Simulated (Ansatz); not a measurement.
`[Cl][Al-]1([Cl])[F+][Al-]([Cl])([Cl])[F+]1`, 8 atoms. Total charge 0; spin multiplicity 1. All runs use 4 threads of an Intel Xeon Platinum 8259CL on a shared host. Correlated methods freeze the cores.

(1) How many basis functions does each run have, and how long does it take in Ansatz? RKS ωB97M-V/def2-SVP energy; RHF-CCSD(T)/def2-SVP energy; RKS PBE0-D4/def2-TZVPP energy; RKS LC-ωPBE/def2-TZVPP energy; RKS PBE0-D4/def2-QZVPP energy; RKS PBE0-D4/def2-TZVP relaxation (5 steps); RKS PBE0-D4/def2-TZVP frequencies; RKS B97M-V/def2-TZVPP energy; RHF-MP2/def2-QZVPP energy; direct RPA on PBE orbitals/def2-TZVPP energy; RKS PBE0-D4/def2-SVP energy; RKS BHLYP-D4/def2-TZVPP energy. (Estimate.)

## Answers

(1) Computed: Other jobs shared the machine, so times are rough.

```tsv
level	job	functions	wall time	peak host memory (GiB)
RKS PBE0-D4/def2-SVP	energy	136	1.9 s	0.61
RKS LC-ωPBE/def2-TZVPP	energy	314	4.9 s	0.98
RKS ωB97M-V/def2-SVP	energy	136	7 s	0.61
direct RPA on PBE orbitals/def2-TZVPP	energy	314	7.5 s	0.91
RKS PBE0-D4/def2-TZVPP	energy	314	8 s	1.8
RKS BHLYP-D4/def2-TZVPP	energy	314	8 s	1.8
RHF-CCSD(T)/def2-SVP	energy	136	9.5 s	0.76
RKS B97M-V/def2-TZVPP	energy	314	12 s	0.8
RKS PBE0-D4/def2-QZVPP	energy	534	22 s	3.4
RHF-MP2/def2-QZVPP	energy	534	34 s	3.9
RKS PBE0-D4/def2-TZVP	relaxation (5 steps)	284	51 s	1.4
RKS PBE0-D4/def2-TZVP	frequencies	284	4.9 min	1.4
```

LC-ωPBE has ω = 0.4 bohr⁻¹.
